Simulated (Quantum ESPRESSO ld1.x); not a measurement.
Task: The osmium ion Os5+, 71 electrons, occupied as [Xe] 4f14 5d3 (the NIST ground configuration). Calculated with ld1.x of Quantum ESPRESSO 7.5: scalar-relativistic Kohn-Sham, relativistic LDA (MacDonald-Vosko exchange, VWN5 correlation), spin-unpolarised, spherical densities, point nucleus. Some entries of the table are withheld. Estimate them.

orbital  occ.  eigenvalue (hartree)  <1/r> (bohr^-1)
1s          2              -2698.67            90.07
2s          2              -472.455            21.10
2p          6              -412.354            19.00
3s          2              -111.764            7.821
3p          6              -94.0774            7.194
3d         10              -74.2429              (1)
4s          2              -25.3730            3.339
4p          6                   (2)            3.028
4d         10              -12.3160            2.705
5s          2              -5.61722            1.350
4f         14              -4.23131            2.248
5p          6              -4.09200            1.159
5d          3              -2.30156              (3)

Result: 
(1) 3d <1/r> (bohr^-1): 6.794
(2) 4p eigenvalue (hartree): -19.5576
(3) 5d <1/r> (bohr^-1): 0.8704
